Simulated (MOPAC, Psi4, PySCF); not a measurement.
Interaction energy of CO ··· H3N (SMILES [C-]#[O+] and N). Monomers: optimised at B3LYP-D3(BJ) (def2-TZVP), held rigid. Orientation: lowest of the rigid-body minima from ten starts at GFN2-xTB (searched outside a hard wall at short contacts). The monomers approach along the line of their centres of mass (distance R); nothing else relaxes. The shortest distances reach bonding range, where SAPT0 and rigid monomers are unreliable.

AM1, restricted, heats of formation (MOPAC); RHF/3-21G = restricted Hartree-Fock/3-21G, no counterpoise correction in PySCF; RMP2/6-31G* = restricted MP2 (frozen core)/6-31G*, spherical d, no counterpoise correction (PySCF); CCSD(T)/aug-cc-pVDZ = DF-CCSD(T)/aug-cc-pVDZ, frozen core, counterpoise-corrected run with Psi4 1.11.

Interaction energies in kcal/mol; the last columns give the difference from CCSD(T):

| R / Å | AM1 | RHF/3-21G | RMP2/6-31G* | CCSD(T)/aug-cc-pVDZ | AM1 − CCSD(T)/aug-cc-pVDZ | RHF/3-21G − CCSD(T)/aug-cc-pVDZ | RMP2/6-31G* − CCSD(T)/aug-cc-pVDZ |
|---|---|---|---|---|---|---|---|
| 2.05 | 10.85 | 33.72 | 40.00 | 43.74 | -32.89 | -10.03 | -3.74 |
| 2.23 | 8.24 | 18.85 | 25.21 | 28.97 | -20.73 | -10.13 | -3.77 |
| 2.47 | 4.36 | 7.35 | 12.34 | 15.53 | -11.17 | -8.18 | -3.19 |
| 2.68 | 1.45 | 2.13 | 5.83 | 8.29 | -6.85 | -6.16 | -2.46 |
| 2.90 | -0.14 | -0.66 | 2.14 | 3.86 | -4.00 | -4.52 | -1.72 |
| 3.17 | -0.49 | -2.08 | 0.07 | 1.15 | -1.64 | -3.23 | -1.08 |
| 3.45 | -0.26 | -2.24 | -0.71 | 0.02 | -0.27 | -2.26 | -0.73 |
| 3.95 | -0.05 | -1.25 | -0.79 | -0.38 | 0.33 | -0.87 | -0.41 |
| 4.71 | -0.03 | -0.38 | -0.21 | -0.21 | 0.18 | -0.17 | 0.00 |
| 5.64 | 0.00 | -0.16 | -0.02 | -0.07 | 0.06 | -0.09 | 0.05 |
| 6.95 | 0.01 | -0.07 | 0.01 | -0.01 | 0.02 | -0.06 | 0.02 |

AM1 is furthest from CCSD(T)/aug-cc-pVDZ at 2.05 (-32.89 kcal/mol, below); its mean absolute difference over the points is 7.10 kcal/mol.

RHF/3-21G is furthest from CCSD(T)/aug-cc-pVDZ at 2.23 (-10.13 kcal/mol, below); its mean absolute difference over the points is 4.15 kcal/mol.

RMP2/6-31G* is furthest from CCSD(T)/aug-cc-pVDZ at 2.23 (-3.77 kcal/mol, below); its mean absolute difference over the points is 1.56 kcal/mol.
